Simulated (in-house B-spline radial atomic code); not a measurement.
Ionisation energies along the 26-electron series, configuration [Ar] 3d8, as differences of self-consistent energies. NIST's values go from ground level to ground level; the uncertainty of those that are theory runs from under 0.1 % in few-electron ions to several per cent in heavy many-electron ones. Computed with a B-spline radial code for spherical atoms: non-relativistic Hartree-Fock, average of the configuration, point nuclei.

This level leaves out relativity, spin-orbit splitting included, which matters for heavy ions.

| ion | configuration after | ionisation energy (eV) | IE/(q+1)² (eV) | -ε less Coulomb ΔSCF (eV) | tabulated value (eV) | tabulated kind | computed minus tabulated (eV) |
| --- | --- | --- | --- | --- | --- | --- | --- |
| Nd34+ | [Ar] 3d7 | 2338.9 | 1.9093 | 3.3856 | 2321 | tabulated theory | 18 |
| Pm35+ | [Ar] 3d7 | ? | ? | ? | ? | tabulated theory | ? |
| Sm36+ | [Ar] 3d7 | 2587.1 | 1.8897 | 3.3892 | 2569 | tabulated theory | 18 |
| Eu37+ | [Ar] 3d7 | 2715.7 | 1.8807 | 3.391 | 2697 | tabulated theory | 19 |
| Gd38+ | [Ar] 3d7 | 2847.4 | 1.872 | 3.3926 | 2827 | tabulated theory | 20 |
| Tb39+ | [Ar] 3d7 | 2982.1 | 1.8638 | 3.3943 | 2961 | tabulated theory | 21 |
| Dy40+ | [Ar] 3d7 | 3119.8 | 1.8559 | 3.3959 | 3098 | tabulated theory | 22 |
| Ho41+ | [Ar] 3d7 | 3260.5 | 1.8484 | 3.3974 | 3238 | tabulated theory | 23 |
| Er42+ | [Ar] 3d7 | 3404.3 | 1.8412 | 3.3989 | 3381 | tabulated theory | 23 |
| Tm43+ | [Ar] 3d7 | 3551.2 | 1.8343 | 3.4003 | 3528 | tabulated theory | 23 |
| Yb44+ | [Ar] 3d7 | ? | ? | ? | ? | tabulated theory | ? |
| Lu45+ | [Ar] 3d7 | ? | ? | ? | ? | tabulated theory | ? |
| Hf46+ | [Ar] 3d7 | 4009.8 | 1.8152 | 3.4045 | 3984 | tabulated theory | 26 |
| Ta47+ | [Ar] 3d7 | 4168.8 | 1.8094 | 3.4058 | 4143 | tabulated theory | 26 |

Q: Fill in the row of Pm35+.

A: ionisation energy (eV): 2461.5; IE/(q+1)² (eV): 1.8993; -ε less Coulomb ΔSCF (eV): 3.3875; tabulated value (eV): 2443; computed minus tabulated (eV): 18.

Q: Fill in the row of Yb44+.

A: ionisation energy (eV): 3701.0; IE/(q+1)² (eV): 1.8277; -ε less Coulomb ΔSCF (eV): 3.4018; tabulated value (eV): 3677; computed minus tabulated (eV): 24.

Q: Fill in the row of Lu45+.

A: ionisation energy (eV): 3853.9; IE/(q+1)² (eV): 1.8213; -ε less Coulomb ΔSCF (eV): 3.4031; tabulated value (eV): 3828; computed minus tabulated (eV): 26.
